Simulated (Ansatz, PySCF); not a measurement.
C9H6N4, SMILES C1N=C2N3C(C=1)=NC=CC3=NC=C2.

Coordinates come from a r2SCAN-D4/def2-SVP optimisation.

Vertical ionisation energy (IE) and electron affinity (EA) in eV. Rows of orbital energies are one-electron estimates. Where ΔSCF, EOM or ADC give a negative EA the extra electron is unbound and the value depends on the basis.

```json
[
 {"level": "−ε(HOMO), −ε(LUMO), CAM-B3LYP/def2-SVP (PySCF)", "IE": "6.68", "EA": "1.19"},
 {"level": "−ε(HOMO), −ε(LUMO), PBE/def2-SVP (PySCF)", "IE": "?", "EA": "?"},
 {"level": "ΔSCF, PBE/def2-SVPD (Ansatz), final states of multiplicity 2 and 2", "IE": "7.39", "EA": "0.89"}
]
```

Problem. Fill in the missing entries. (Estimate from the structure and the level; the computed values follow.)

Solution. 
- −ε(HOMO), −ε(LUMO), PBE/def2-SVP (PySCF), IE: 4.93
- −ε(HOMO), −ε(LUMO), PBE/def2-SVP (PySCF), EA: 3.07

Problem. What vertical singlet–triplet gap does ΔSCF give with CAM-B3LYP/def2-SVPD (Ansatz, an electronic-structure program) and with PBE/def2-SVPD (Ansatz)? (An estimate is asked for; the answer gives what the named calculation found.)

Solution. 2.09 and 1.81 eV (triplet above singlet where positive).
